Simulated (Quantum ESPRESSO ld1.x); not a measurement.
The numbers below are computed, except where a source is named.
Task: Re4+, 71 electrons, occupied as [Xe] 4f14 5d3 (the NIST ground configuration). Code: ld1.x of Quantum ESPRESSO 7.5. Model: scalar-relativistic Kohn-Sham, PBE, spin-unpolarised, spherical densities, point nucleus. Some entries of the table are withheld. Estimate them.

orbital,occ.,eigenvalue (hartree),<r> (bohr),<r^2> (bohr^2)
1s,2,-2635.40,0.01803,0.0004477
2s,2,(1),0.07620,0.006873
2p,6,-400.107,0.06834,0.005708
3s,2,-107.370,0.1974,0.04455
3p,6,(2),0.1979,0.04539
3d,10,-70.7875,0.1792,0.03764
4s,2,-23.7111,0.4405,0.2190
4p,6,-18.0858,0.4686,0.2497
4d,10,-11.0317,0.4999,0.2894
5s,2,-4.75997,1.028,1.185
5p,6,-3.33179,(3),1.581
4f,14,(4),0.5783,0.4145
5d,3,-1.68474,1.597,2.924

Result: 
(1) 2s eigenvalue (hartree): -458.292
(2) 3p eigenvalue (hartree): -90.2166
(3) 5p <r> (bohr): 1.184
(4) 4f eigenvalue (hartree): -3.20025
